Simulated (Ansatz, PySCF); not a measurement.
H7NOSi2, SMILES [SiH3]O[SiH2]N.

Coordinates come from a B3LYP-D3(BJ)/def2-SVP optimisation. The values are those of a single conformer.

Vertical ionisation energy (IE) and electron affinity (EA) in eV. Rows of orbital energies are one-electron estimates. Where ΔSCF, EOM or ADC give a negative EA the extra electron is unbound and the value depends on the basis.

| level | IE | EA |
|---|---|---|
| −ε(HOMO), −ε(LUMO), r2SCAN/def2-TZVP (PySCF) | 6.64 | 0.18 |
| −ε(HOMO), −ε(LUMO), PBE/def2-TZVP (PySCF) | 6.33 | 0.62 |
| ΔSCF, PBE0/def2-SVPD (Ansatz), final states of multiplicity 2 and 2 | 9.99 | -1.35 |
| ΔSCF, PBE/def2-SVPD (Ansatz), final states of multiplicity 2 and 2 | 9.54 | -1.15 |

### Question
What vertical singlet–triplet gap does ΔSCF give with PBE0/def2-SVPD (Ansatz, an electronic-structure program) and with PBE/def2-SVPD (Ansatz)? (The exact figures need the calculation; the answer reports its results.)

### Answer
6.22 and 5.94 eV (triplet above singlet where positive).
